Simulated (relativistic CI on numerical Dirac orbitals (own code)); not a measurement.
Level scheme of Cs XXXVIII

Calculated at this level of theory: Dirac-Coulomb-Breit CI, orbitals from a KLI potential per configuration, a model potential for QED, unscaled Slater integrals (own radial code, finite nucleus).

Configuration list (outside the closed core [Ne]): 3s²3p⁶, 3s²3p⁵3d, 3s3p⁶3d, 3s²3p⁵4s, 3s²3p⁵4p, 3s²3p⁵4d, 3p⁶3d4p, 3s3p⁶4s, 3s²3p⁵4f, 3s3p⁶4p, 3s3p⁶4d, 3s3p⁶4f, 3s²3p⁵5s, 3s²3p⁵5p, 3s²3p⁵5d, 3s²3p⁵5f, 3s²3p⁵5g, 3s3p⁶5s, 3s3p⁶5p, 3s3p⁶5d, 3s3p⁶5f, 3p⁶3d², 3p⁵3d³, 3p⁵3d²4s, 3p⁵3d²4p, 3p⁵3d²4d, 3p⁶3d4s, 3p⁵3d4s², 3p⁵3d4s4p, 3p⁵3d4s4d, 3p⁶4s², 3p⁵4s²4p, 3p⁵4s²4d. Double excitations out of closed p, d and f shells are left out; levels of such configurations are missing from the list, as are those of other unlisted configurations, and high levels can miss mixing partners. These lack a partner that the ground configuration has and come out too high: 3s²3p⁵4f, 3s²3p⁵5s, 3s²3p⁵5p, 3s²3p⁵5d, 3s²3p⁵5f.

```csv
No.,Configuration,Term,J,E (eV),%,Landé g,Lifetime (s)
1,3s²3p⁶,¹S,0,0.00,100,,
2,3s²3p⁵3d,³P°,0,160.40,100,,
3,3s²3p⁵3d,³P°,1,166.28,79,1.289,3.58e-09
4,3s²3p⁵3d,³F°,3,171.52,60,1.069,4.91e-01
5,3s²3p⁵3d,³D°,2,173.95,52,1.109,4.20e-04
6,3s²3p⁵3d,³F°,4,185.20,100,1.244,6.17e-05
7,3s²3p⁵3d,¹D°,2,188.74,47,1.178,1.85e-05
8,3s²3p⁵3d,³D°,3,197.15,68,1.221,1.42e-05
9,3s²3p⁵3d,³D°,1,214.56,55,0.799,4.39e-12
10,3s²3p⁵3d,³F°,2,252.88,69,0.776,1.97e-07
11,3s²3p⁵3d,³D°,2,272.68,42,1.247,2.00e-07
12,3s²3p⁵3d,³F°,3,275.91,39,1.108,1.70e-07
13,3s²3p⁵3d,¹P°,1,285.42,70,0.895,8.04e-13
14,3s3p⁶3d,³D,1,393.38,100,0.493,1.56e-12
15,3s3p⁶3d,³D,2,396.96,85,1.135,1.55e-12
16,3s3p⁶3d,³D,3,412.12,100,1.328,1.56e-12
17,3s3p⁶3d,¹D,2,423.10,85,1.019,1.60e-12
18,3p⁶3d²,³F,2,798.42,82,0.728,
19,3p⁶3d²,³P,0,813.58,83,,
20,3p⁶3d²,³F,3,814.84,100,1.077,
21,3p⁶3d²,³P,2,823.01,48,1.185,
22,3p⁶3d²,³F,4,823.30,58,1.140,
23,3p⁶3d²,³P,1,825.72,100,1.495,
24,3p⁶3d²,¹G,4,838.67,58,1.099,
25,3p⁶3d²,³P,2,843.16,51,1.235,
26,3p⁶3d²,¹S,0,862.34,83,,
27,3p⁵3d³,⁵F°,2,957.06,32,1.121,
28,3p⁵3d³,⁵D°,1,958.33,43,0.961,
29,3p⁵3d³,⁵D°,0,961.41,81,,
30,3p⁵3d³,⁵F°,3,963.99,33,1.112,
31,3p⁵3d³,⁵D°,3,970.19,35,1.262,
32,3p⁵3d³,⁵F°,4,971.66,42,1.251,
33,3p⁵3d³,⁵S°,2,972.44,43,1.715,
34,3p⁵3d³,³F°,2,974.68,40,1.062,
35,3p⁵3d³,⁵D°,1,976.04,39,0.845,
36,3p⁵3d³,⁵G°,5,976.96,38,1.237,
37,3p⁵3d³,³G°,3,978.52,41,1.012,
38,3p⁵3d³,³F°,4,978.90,33,1.241,
39,3p⁵3d³,³H°,6,980.21,43,1.181,
40,3p⁵3d³,³P°,0,982.64,56,,
41,3p⁵3d³,³G°,4,983.42,35,1.105,
42,3p⁵3d³,³D°,3,985.20,23,1.209,
43,3p⁵3d³,³D°,2,985.87,28,1.213,
44,3p⁵3d³,³S°,1,986.57,36,1.633,
45,3p⁵3d³,³G°,5,989.03,38,1.168,
46,3p⁵3d³,³G°,4,990.94,37,1.180,
47,3p⁵3d³,³F°,2,992.58,28,1.202,
48,3p⁵3d³,⁵D°,4,993.15,25,1.214,
49,3p⁵3d³,³H°,5,993.41,31,1.174,
50,3p⁵3d³,⁵G°,6,994.98,49,1.168,
51,3p⁵3d³,³D°,2,996.34,35,1.283,
52,3p⁵3d³,³D°,3,998.15,35,1.194,
53,3p⁵3d³,³H°,5,1000.06,37,1.093,
54,3p⁵3d³,³P°,1,1000.33,67,1.466,
55,3p⁵3d³,³D°,3,1000.41,39,1.270,
56,3p⁵3d³,³F°,2,1000.89,28,1.150,
57,3p⁵3d³,³I°,7,1000.90,100,1.137,
58,3p⁵3d³,³F°,4,1003.30,65,1.171,
59,3p⁵3d³,¹P°,1,1003.51,28,0.909,
60,3p⁵3d³,⁵P°,3,1004.68,28,1.303,
61,3p⁵3d³,³F°,2,1005.44,30,0.945,
62,3p⁵3d³,³F°,3,1007.56,35,1.120,
63,3p⁵3d³,³F°,4,1008.65,51,1.122,
64,3p⁵3d³,³D°,1,1008.84,68,0.783,
65,3p⁵3d³,³H°,6,1009.55,68,1.109,
66,3p⁵3d³,³P°,0,1010.30,79,,
67,3p⁵3d³,³G°,5,1010.55,70,1.130,
68,3p⁵3d³,³G°,3,1011.01,61,0.891,
69,3p⁵3d³,¹G°,4,1011.81,37,1.092,
70,3p⁵3d³,¹D°,2,1014.08,51,0.972,
```

Energies count from the lowest computed level; ° marks odd parity; lifetimes are radiative, by E1, M1, E2, M2, E3 decay to levels of this space only; some are left blank where a channel outside the calculation adds to the decay or the decay crosses a small, uncertain gap.

The mean weight of the leading LS term, summed over parents, in these 70 levels is 55 %, and that of the leading jj configuration (from the same eigenvectors) 83 %, so jj coupling describes them better and the LS labels are nominal.

At this charge energies of transitions that change n are usually good to better than 1 %, and those within a shell (Δn = 0) to a few per cent.

LS names give the leading component of a level, which can be under half, so a name can repeat, a term be missing and a line seem to break the LS rules.
